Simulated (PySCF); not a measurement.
SMILES CCCCOC(C)=[OH+] (charge +1), singlet (GFN2-xTB optimised geometry):

```
21

C      1.955     1.626     1.245
C      0.431     1.622     1.241
C     -0.108     0.908     0.000
C     -1.635     0.908     0.000
O     -2.140     0.335    -1.229
C     -2.346    -0.897    -1.379
C     -2.828    -1.366    -2.692
O     -2.143    -1.712    -0.391
H      2.341     2.139     0.369
H      2.322     2.138     2.129
H      2.345     0.611     1.252
H      0.065     1.120     2.138
H      0.065     2.649     1.257
H      0.260    -0.120    -0.015
H      0.251     1.416    -0.897
H     -2.018     1.930     0.000
H     -2.027     0.355     0.856
H     -2.131    -2.093    -3.117
H     -2.934    -0.532    -3.381
H     -3.792    -1.868    -2.589
H     -2.345    -2.649    -0.557
```

Method: CAM-B3LYP/def2-SVP (PySCF).

What are the frontier orbital energies?

HOMO-2 -14.51 eV, HOMO-1 -14.24 eV, HOMO -14.09 eV, LUMO -5.26 eV, LUMO+1 -2.97 eV.

On the same geometry PBE/def2-SVP (PySCF) gives HOMO-2 -11.70 eV, HOMO-1 -11.40 eV, HOMO -11.20 eV, LUMO -7.52 eV, LUMO+1 -4.77 eV.

Meta-Löwdin charges at CAM-B3LYP/def2-SVP: C1 -0.28, C2 -0.15, C3 -0.17, C4 0.02, O5 -0.20, C6 0.59, C7 -0.33, O8 -0.33, H9 0.10, H10 0.11, H11 0.10, H12 0.09, H13 0.10, H14 0.09, H15 0.11, H16 0.14, H17 0.12, H18 0.16, H19 0.17, H20 0.16, H21 0.39.
